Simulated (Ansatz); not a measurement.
```yaml
crystal:
  periodic: [false, false, false]
  atoms:
    - {symbol: C, position_ang: [1.664080, -0.642943, 1.259760]}
    - {symbol: O, position_ang: [0.950609, 0.464269, 0.810443]}
    - {symbol: B, position_ang: [-0.074680, 0.303795, -0.189584]}
    - {symbol: C, position_ang: [0.093523, -0.909813, -1.237484]}
    - {symbol: C, position_ang: [-0.461322, 1.725378, -0.829603]}
    - {symbol: N, position_ang: [-1.458014, -0.120743, 0.747035]}
    - {symbol: H, position_ang: [2.365098, -0.317635, 2.033545]}
    - {symbol: H, position_ang: [2.239870, -1.125649, 0.459476]}
    - {symbol: H, position_ang: [1.022132, -1.421234, 1.709888]}
    - {symbol: H, position_ang: [0.991647, -0.755963, -1.844831]}
    - {symbol: H, position_ang: [-0.744884, -0.964838, -1.941210]}
    - {symbol: H, position_ang: [0.195351, -1.901345, -0.778978]}
    - {symbol: H, position_ang: [-0.597128, 2.503346, -0.068492]}
    - {symbol: H, position_ang: [-1.367019, 1.697938, -1.447523]}
    - {symbol: H, position_ang: [0.348603, 2.068630, -1.480341]}
    - {symbol: H, position_ang: [-2.292841, -0.206219, 0.177480]}
    - {symbol: H, position_ang: [-1.601476, 0.611477, 1.435141]}
    - {symbol: H, position_ang: [-1.310949, -0.997252, 1.237078]}
basis:
  gaussian: {orbitals: aug-cc-pVTZ}
hamiltonian: {xc: {name: wPBEh}}
output: {forces: true}
```

```sh
$ ansatz run in.yaml --threads 4 --pin off --events-out ev --progress --plain --max-ram 11315MiB
```

Shortened log:

```
Functional definition: wPBEh
2018 factors; their error is unknown
204 factors; integrals over basis functions are off by at most 8.3e-7 eV
mean field evaluation 1: about -7495.0246 eV, gradient 1.0e2 eV
mean field evaluation 2: about -7397.6131 eV, gradient 2.0e2 eV
mean field evaluation 4: about -7516.2970 eV, gradient 1.2e1 eV
mean field evaluation 8: about -7516.5856 eV, gradient 3.1e-1 eV
mean field evaluation 16: about -7516.5438 eV, gradient 6.5e-4 eV
mean field -7516.54376704 eV, -276.2278885423 hartree, gradient 2.7e-5 eV, S^2 0.000000; 0 other end points of the search recorded, 0 dependent functions left out
reference -7516.54384345 eV, -276.2278913504 hartree; 25, 25 occupied and 527, 527 virtual orbitals, 2018 factors
Total energy: -7516.54384345 eV, -276.2278913504 hartree
Atom 0 at     1.664080    -0.642943     1.259760 Å, force     0.065447    -0.069986     0.049836 eV/Å
Atom 1 at     0.950609     0.464269     0.810443 Å, force     0.012284     0.035197     0.018612 eV/Å
Atom 2 at    -0.074680     0.303795    -0.189584 Å, force    -0.013669     0.015031    -0.050933 eV/Å
Atom 3 at     0.093523    -0.909813    -1.237484 Å, force     0.011081    -0.038662    -0.038758 eV/Å
Atom 4 at    -0.461322     1.725378    -0.829603 Å, force    -0.011303     0.047451    -0.030016 eV/Å
Atom 5 at    -1.458014    -0.120743     0.747035 Å, force    -0.060339    -0.015375     0.039846 eV/Å
Atom 6 at     2.365098    -0.317635     2.033545 Å, force    -0.018987    -0.014964    -0.023447 eV/Å
Atom 7 at     2.239870    -1.125649     0.459476 Å, force    -0.014827     0.015739     0.025584 eV/Å
Atom 8 at     1.022132    -1.421234     1.709888 Å, force     0.022012     0.023752    -0.013331 eV/Å
Atom 9 at     0.991647    -0.755963    -1.844831 Å, force    -0.024439    -0.008822     0.012289 eV/Å
Atom 10 at    -0.744884    -0.964838    -1.941210 Å, force     0.023495    -0.002108     0.018505 eV/Å
Atom 11 at     0.195351    -1.901345    -0.778978 Å, force    -0.003780     0.025853    -0.014991 eV/Å
Atom 12 at    -0.597128     2.503346    -0.068492 Å, force     0.002643    -0.016875    -0.021293 eV/Å
Atom 13 at    -1.367019     1.697938    -1.447523 Å, force     0.024853     0.003965     0.017333 eV/Å
Atom 14 at     0.348603     2.068630    -1.480341 Å, force    -0.022236    -0.001757     0.015899 eV/Å
Atom 15 at    -2.292841    -0.206219     0.177480 Å, force     0.031901     0.002042     0.037429 eV/Å
Atom 16 at    -1.601476     0.611477     1.435141 Å, force    -0.003227    -0.041076    -0.025293 eV/Å
Atom 17 at    -1.310949    -0.997252     1.237078 Å, force    -0.020911     0.040595    -0.017269 eV/Å
Dipole moment:    -0.746564    -0.394379     0.421744 e Å
```

Hardware: 4 threads of an AMD EPYC 9R45 on a shared host. Wall time 9.5 s, peak host memory 4 GiB.
